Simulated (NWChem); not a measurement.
Molecule: C2H8OSi; SMILES CCO[SiH3]

```xyz
12

Si    -0.0003     1.6553     0.0000
O      0.4135     0.0439     0.0000
C     -0.5187    -1.0115     0.0000
C      0.2148    -2.3322     0.0000
H     -0.8078     2.0038    -1.2126
H     -0.8078     2.0038     1.2126
H      1.2746     2.4214     0.0000
H     -1.1771    -0.9439     0.8887
H     -1.1771    -0.9439    -0.8887
H      0.8556    -2.4159     0.8903
H     -0.4958    -3.1725     0.0000
H      0.8556    -2.4159    -0.8903
```
Atoms are numbered in this order, from 1.

All runs: NWChem. Structure relaxed at the PBE0/def2-SVP level. Hybrids' shares of exact exchange are those that their runs print; pure functionals count as 0. The functionals differ in more than this share.

```
row              share of exact exchange  orbital gap (eV)
---------------  -----------------------  ----------------
PBE/def2-TZVP                       0.00              5.98
TPSSh/def2-TZVP                     0.10              7.31
B3LYP/def2-TZVP                     0.20          withheld
PBE0/def2-TZVP                      0.25              8.36
```

Task: Fit a straight line of the last column on the one before it, predict the withheld value, and compare with the run.

Result: 
1. Means of the 3 shown rows: x = 0.117, y = 7.217. Slope Σ(x − x̄)(y − ȳ)/Σ(x − x̄)² = 0.2952/0.03167 = 9.321; intercept 6.129.
2. The shown rows scatter about the line by 0.177 (root mean square); the largest residual is +0.25, at TPSSh/def2-TZVP.
3. At x = 0.20 (B3LYP/def2-TZVP; inside the shown range) the line gives 7.99.
4. The run gives 7.92, -0.07 from the line, 0.4 times the scatter.
